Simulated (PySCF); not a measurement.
**UHF on Ag²⁺ (silver, charge +2)**

Configuration: [Kr] 4d8 5s1, high-spin 4F determinant (an excited configuration). All numbers are calculated (PySCF 2.14, the spin-free X2C one-electron Hamiltonian (Gaussian nucleus), in x2c-QZVPPall with one added diffuse shell each of s, p, d, f, g type (14s9p8d5f3g, 143 functions)).

```
Total energy                        : -5311.651998 hartree
One-electron energy                 : -7282.2840 hartree
Hartree (Coulomb) energy            : 2118.0638 hartree
Exchange energy                     : -147.4318 hartree
⟨S²⟩                                : 3.7534
⟨L²⟩                                : 12.048
Sum of ⟨r⟩                          : 27.76 bohr
Sum of ⟨r²⟩                         : 33.49 bohr²
Langevin diamagnetic susceptibility : -26.5 ×10⁻⁶ cm³/mol
```

```csv
shell,electrons,mean orbital energy (hartree),spread (hartree),"rms radius, mean of both spins (bohr)"
1s α,1,-943.49457,0,0.0357
1s β,1,-943.49113,0,0.0357
2s α,1,-143.00551,0,0.146
2s β,1,-142.97357,0,0.146
2p α,3,-128.18309,0,0.130
2p β,3,-128.15415,0,0.130
3s α,1,-28.45183,0,0.392
3s β,1,-28.43107,0,0.392
3p α,3,-23.44835,0,0.394
3p β,3,-23.42907,0,0.394
3d α,5,-15.56302,0.01431,0.376
3d β,5,-15.52389,0.05352,0.376
4s α,1,-5.38325,0,0.969
4s β,1,-5.21779,0,0.969
4p α,3,-3.83723,0,1.06
4p β,3,-3.64535,0,1.06
4d α,5,-1.54146,0.04873,1.37
4d β,3,-1.46304,0,1.37
5s α,1,-0.94822,0,2.67
```

Densities and radii are taken from the X2C orbitals without a picture-change correction, which distorts them close to the nucleus.

Spin-orbit constants ζ (cm⁻¹) from the X2C one-electron operator on these orbitals: bare nucleus, nucleus screened by l(l+1)(2l+1)/3 electrons, and screened by the Breit-Pauli mean field of the electrons.

```json
{"shell": "2p", "bare": "943900", "screened nucleus": "903700", "mean field": "n/a"}
{"shell": "3p", "bare": "168900", "screened nucleus": "161700", "mean field": "n/a"}
{"shell": "3d", "bare": "24920", "screened nucleus": "19620", "mean field": "n/a"}
{"shell": "4p", "bare": "26450", "screened nucleus": "25330", "mean field": "n/a"}
{"shell": "4d", "bare": "2579", "screened nucleus": "2030", "mean field": "n/a"}
```

To first order the Landé constant is A = -676.6 cm⁻¹, so the lowest level has J = 9/2 and lies 0.378 eV below the centre of the term. This holds in LS coupling only.
